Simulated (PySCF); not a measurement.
C9H12O, SMILES c1cccc(CCOC)c1, GFN2-xTB optimised geometry.

```
22

C     -1.98    -3.67     1.28
O     -2.56    -2.44     1.66
C     -1.71    -1.32     1.51
C     -1.48    -0.90     0.04
C     -0.71     0.39     0.00
C     -1.38     1.60     0.00
C     -0.68     2.80     0.00
C      0.71     2.78     0.00
C      1.38     1.58     0.00
C      0.68     0.39     0.00
H     -2.69    -4.44     1.59
H     -1.83    -3.74     0.20
H     -1.02    -3.82     1.78
H     -0.74    -1.51     1.99
H     -2.21    -0.51     2.04
H     -2.45    -0.79    -0.44
H     -0.92    -1.68    -0.48
H     -2.46     1.62     0.00
H     -1.21     3.74     0.00
H      1.26     3.71     0.00
H      2.46     1.56     0.00
H      1.21    -0.55     0.00
```

Density from PySCF with PBE/def2-SVP at that geometry.

Minimum of the electron density along straight lines between bonded atoms, close to the bond critical point (lines longer than 1.1 times the sum of covalent radii, or with two minima, are not listed):

```tsv
bond	length / Å	ρ at the minimum / e bohr⁻³	∇²ρ there / e bohr⁻⁵	position (fraction from the first atom)
C1–O2	1.405	0.263	-0.48	0.35
O2–C3	1.407	0.262	-0.48	0.65
C3–C4	1.540	0.238	-0.51	0.50
C4–C5	1.500	0.252	?	0.50
C5–C6	1.389	0.307	-0.75	0.50
C6–C7	1.383	0.310	-0.77	0.50
C7–C8	1.384	0.309	-0.77	0.50
C8–C9	1.384	0.309	-0.77	0.50
C5–C10	1.389	0.307	-0.75	0.50
C9–C10	1.384	0.310	-0.77	0.50
C1–H11	1.089	0.281	-1.07	0.64
C1–H12	1.096	0.276	-1.01	0.63
C1–H13	1.097	0.275	-1.00	0.63
C3–H14	1.101	0.274	-1.00	0.63
C3–H15	1.093	0.281	-1.06	0.64
C4–H16	1.091	0.274	-0.98	0.63
C4–H17	1.092	0.274	-0.97	0.62
C6–H18	1.081	0.280	-1.04	0.63
C7–H19	1.080	0.281	-1.05	0.63
C8–H20	1.080	0.281	-1.05	0.63
C9–H21	1.080	0.281	-1.05	0.63
C10–H22	1.081	0.280	-1.03	0.63
```

Q: Fill in the missing entries.

A: 
- C4–C5, ∇²ρ there / e bohr⁻⁵: -0.56
